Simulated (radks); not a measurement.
Results of a calculation; reference values are marked as such.
Excited configurations of Sr III: one electron is placed in a higher orbital outside [Ar] 3d10 4s2 4p5. The ground configuration is [Kr]. Level of theory: scalar-relativistic Kohn-Sham, r2SCAN, spin-polarised, spherical densities, finite nucleus; open shells are filled with parallel spins first (spin-orbit coupling, left out, can overturn this in heavy ions); meta-GGA in the generalised Kohn-Sham scheme; Fermi nuclear charge, rms radius 4.224 fm (a radial shooting solver on a logarithmic mesh with Libxc functionals). Excitation = E - E(ground); binding = E(ion) - E, where the ion is the core of charge +3; n* = 3/sqrt(2 binding) in atomic units, and the quantum defect is n - n*.

| outer orbital | excitation (eV) | binding (eV) | n* | eigenvalue (eV) |
|---|---|---|---|---|
| 5p | 28.832 | 14.681 | 2.888 | -12.635 |
| 6s | 33.790 | 9.723 | 3.549 | -8.456 |
| 6f | 39.868 | 3.645 | 5.796 | -3.099 |
| 7s | 37.548 | 5.965 | 4.531 | -5.204 |
| 7f | 40.821 | 2.692 | 6.744 | -2.317 |

The Delta-SCF ionisation energy is 43.513 eV (NIST Atomic Spectra Database: 42.884 eV, measured). Self-interaction in the functional shifts the binding energies and quantum defects, so they are the method's values and not measured ones. Open shells are spherical and high-spin; term and fine-structure splittings are not resolved.
